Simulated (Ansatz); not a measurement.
The cluster Zn₃Se₃⁺. The state is a doublet with charge 1. Geometry PBE-D4/def2-SVP, basis def2-SVP, Ansatz.

```
atom   x (Å)   y (Å)   z (Å)
 Zn1   0.507  -1.048   3.218
 Zn2  -1.128   0.488  -1.573
 Zn3  -0.107  -0.312   0.916
 Se4   1.965   0.189  -0.390
 Se5   1.094   0.848  -2.425
 Se6  -2.330  -0.166   0.253
```

```csv
run,HOMO (eV),LUMO (eV)
A,-11.29,-7.55
B,-9.72,-9.22
C,-10.48,-8.46
D,-9.49,-9.22
E,-12.90,-6.40
```

LC-ωPBE has ω = 0.4 bohr⁻¹. Another isomer (doublet) lies 0.03 eV lower at r2SCAN-D4/def2-SVP; other spin states weren't run for this one.

HOMO and LUMO are taken over both spins.

Problem. The runs used BHLYP, LC-ωPBE, PBE, PBE0, r2SCAN. Estimate which is which.

Solution. A BHLYP (50 % exact exchange); B r2SCAN (0 % exact exchange); C PBE0 (25 % exact exchange); D PBE (0 % exact exchange); E LC-ωPBE (range-separated). Exact exchange lowers occupied and raises empty levels; among semilocal functionals meta-GGAs tend to open the gap a little, and such runs are hard to tell apart. The gap grows from 0.27 eV (PBE) to 6.50 eV (LC-ωPBE).
